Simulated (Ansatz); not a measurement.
Spectroscopic constants of RhO, multiplicity 4 (lowest of 2S+1 = 2, 4, 6 at CCSD(T)/def2-TZVPP on PBE0 minima; our sources give no spin for the ground state, which may be another). No spin–orbit coupling. The T1 diagnostic near the minimum is 0.053, so single-reference values are doubtful.

Seven points along R, fitted to fifth degree in 1/R; most abundant isotopes. In def2 and cc sets the state is the lowest found near the PBE0 minimum, followed along R.

Correlated levels freeze the inner cores; with def2 sets outer-core shells near the valence are correlated too.

Programs: Ansatz (a program for electronic structure) with Gaussian orbitals. Values without a source in brackets are computed. In def2 rows elements past Kr take small-core potentials, without spin–orbit coupling.

What bond length and harmonic frequency does wB97X-V/def2-TZVPP give?

r_e = 1.691 Å, ω_e = 880 cm⁻¹.

What bond length and harmonic frequency does wB97M-V/def2-TZVPP give?

r_e = 1.696 Å, ω_e = 866 cm⁻¹.

What bond length and harmonic frequency does B2PLYP/def2-TZVPP give?

r_e = 1.704 Å, ω_e = 895 cm⁻¹.
